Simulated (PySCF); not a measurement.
Mo(OH)(H)5 (H₆MoO), SMILES [MoH5][OH], multiplicity 1. Geometry optimised at PBE-D3(BJ)/def2-TZVP. The spin state was assumed, not searched. The def2 effective core potentials stand for the cores of Mo; spin–orbit coupling is left out.

Task: Give the equilibrium geometry at PBE-D3(BJ)/def2-TZVP (PySCF confirms it by a frequency run) as Cartesian coordinates in Å, and its point group. (Estimate from the structure and the level; the computed values follow.)

Result: point group Cs.
```xyz
8

Mo     0.2570     0.0524     0.0000
O     -1.6103     0.0750     0.0000
H     -2.1959    -0.7003     0.0000
H      0.8996     0.6722     1.4412
H      1.2290    -0.9381     0.9248
H      0.8996     0.6722    -1.4412
H      0.0265    -1.5704     0.0000
H      1.2290    -0.9381    -0.9248
```
